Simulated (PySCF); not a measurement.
C₂H₄BN₃, SMILES NB1N=CC=N1.

Coordinates come from a B3LYP-D3(BJ)/def2-SVP optimisation. This is a generated structure with no PubChem entry under its InChIKey; it may be hypothetical. One conformer was computed; it need not be the lowest.

Two levels are set side by side: TDA-PBE/def2-SVPD (PySCF) and TDA-LC-ωPBE/def2-SVPD (PySCF). Vertical, same geometry. The lowest singlet is HOMO→LUMO 100 % with PBE and HOMO→LUMO 96 % with the other functional; states are paired by order. Differences are taken from unrounded values.

```json
[
 {"quantity": "lowest singlet excitation (eV)", "TDA-LC-ωPBE": "3.57"},
 {"quantity": "lowest triplet excitation (TDA) (eV)", "TDA-LC-ωPBE": "3.02"},
 {"quantity": "first bright state (f over 0.05) (eV)", "TDA-LC-ωPBE": "6.81"},
 {"quantity": "its oscillator strength", "TDA-LC-ωPBE": "0.39"}
]
```

### Question
What does TDA-PBE give, and how far is it from TDA-LC-ωPBE? (Estimate from the structure and the level; the computed values follow.)

### Answer

```
quantity                               TDA-PBE  TDA-PBE minus TDA-LC-ωPBE
-------------------------------------  -------  -------------------------
lowest singlet excitation (eV)            2.65                      -0.91
lowest triplet excitation (TDA) (eV)      2.28                      -0.74
first bright state (f over 0.05) (eV)     5.28                      -1.53
its oscillator strength                   0.25                      -0.15
```

A lower first singlet is the usual sign of a functional without exact exchange. Differences between two approximate levels are no errors against the true value.

Rough cost on one machine, each run with all the roots and properties that it gave: TDA-LC-ωPBE against TDA-PBE about 3 times.
